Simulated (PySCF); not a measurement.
Simulated outer-valence photoelectron spectrum of `O[SiH](O)[GeH3]`. Level of theory: EOM-IP-CCSD/aug-cc-pVDZ in PySCF, restricted Hartree–Fock reference, 16 core orbitals frozen, non-relativistic, gas phase, PBE0-D3(BJ)/def2-SVP geometry.

Each root has a Gaussian of 0.5 eV full width with its one-hole share as area; cross sections and vibrations are left out, and the highest printed point is 100.

```json
{"ionisation energy (eV)": "9.2", "intensity": "0"}
{"ionisation energy (eV)": "9.4", "intensity": "1"}
{"ionisation energy (eV)": "9.6", "intensity": "10"}
{"ionisation energy (eV)": "9.8", "intensity": "28"}
{"ionisation energy (eV)": "10.0", "intensity": "34"}
{"ionisation energy (eV)": "10.2", "intensity": "17"}
{"ionisation energy (eV)": "10.4", "intensity": "3"}
{"ionisation energy (eV)": "10.6", "intensity": "0"}
{"ionisation energy (eV)": "10.8", "intensity": "0"}
{"ionisation energy (eV)": "11.0", "intensity": "0"}
{"ionisation energy (eV)": "11.2", "intensity": "0"}
{"ionisation energy (eV)": "11.4", "intensity": "4"}
{"ionisation energy (eV)": "11.6", "intensity": "26"}
{"ionisation energy (eV)": "11.8", "intensity": "77"}
{"ionisation energy (eV)": "12.0", "intensity": "100"}
{"ionisation energy (eV)": "12.2", "intensity": "64"}
{"ionisation energy (eV)": "12.4", "intensity": "43"}
{"ionisation energy (eV)": "12.6", "intensity": "54"}
{"ionisation energy (eV)": "12.8", "intensity": "53"}
{"ionisation energy (eV)": "13.0", "intensity": "31"}
{"ionisation energy (eV)": "13.2", "intensity": "11"}
{"ionisation energy (eV)": "13.4", "intensity": "14"}
{"ionisation energy (eV)": "13.6", "intensity": "31"}
{"ionisation energy (eV)": "13.8", "intensity": "31"}
{"ionisation energy (eV)": "14.0", "intensity": "12"}
{"ionisation energy (eV)": "14.2", "intensity": "2"}
{"ionisation energy (eV)": "14.4", "intensity": "0"}
{"ionisation energy (eV)": "14.6", "intensity": "0"}
{"ionisation energy (eV)": "14.8", "intensity": "0"}
{"ionisation energy (eV)": "15.0", "intensity": "1"}
{"ionisation energy (eV)": "15.2", "intensity": "7"}
{"ionisation energy (eV)": "15.4", "intensity": "24"}
{"ionisation energy (eV)": "15.6", "intensity": "34"}
{"ionisation energy (eV)": "15.8", "intensity": "20"}
{"ionisation energy (eV)": "16.0", "intensity": "5"}
{"ionisation energy (eV)": "16.2", "intensity": "0"}
```

Problem. Where are the maxima, and how many lines lie under the curve?

Solution. 5 maxima, at 9.9, 12.0, 12.7, 13.7 and 15.6 eV, from 8 lines. At this width some lines have no maximum of their own.

Problem. List the lines with their holes.

Solution. 
```
E (eV)  leading hole (HF orbital)  area  Koopmans (eV)
  9.94                       HOMO  0.96          10.60
 11.89                     HOMO-1  0.94          12.61
 11.98                     HOMO-2  0.94          12.62
 12.02                     HOMO-3  0.94          13.49
 12.57                     HOMO-4  0.94          14.37
 12.84                     HOMO-5  0.94          14.65
 13.70                     HOMO-6  0.94          15.53
 15.58                     HOMO-7  0.92          17.17
```

The widest gap, 1.95 eV, lies between 9.94 and 11.89 eV. Only orbitals with −ε under 21 eV, eight at most, were ionised, so the high end of the curve may lack lines.

Hardware: Arm Neoverse V2, one thread, no GPU, on a shared host. Cost: 6.6 min wall, 2.9 GiB resident at most.

Conformer computed: `[OH:1][SiH:2]([OH:3])[GeH3:4]`: H–O1–Si2–O3 -48°, H–O3–Si2–O1 146°.

One conformer stands for the species.
